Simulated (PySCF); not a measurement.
Cd(Br)(SeH) (BrCdHSe), SMILES [SeH][Cd][Br].

Geometry: r2SCAN-D4/def2-SVP. The def2 effective core potentials stand for the cores of Cd; spin–orbit coupling is left out. Other conformers were not sampled.

Method: PySCF with PBE0/def2-TZVPD.

Computed frontier levels, gap, dipole moment and polarisability:
```json
{
 "highest_occupied_level": "-7.28 eV",
 "lowest_empty_level": "-1.97 eV",
 "orbital_gap": "5.31 eV",
 "dipole_moment": "0.280 e·Å",
 "quadrupole, principal values (traceless, Buckingham form, about the centre of nuclear charge)": "-10.83, 2.03, 8.80 D·Å",
 "mean_static_polarisability": "86.8 bohr³ (12.86 Å³)",
 "polarisability_principal_values": "65.2, 66.3, 128.8 bohr³"
}
```
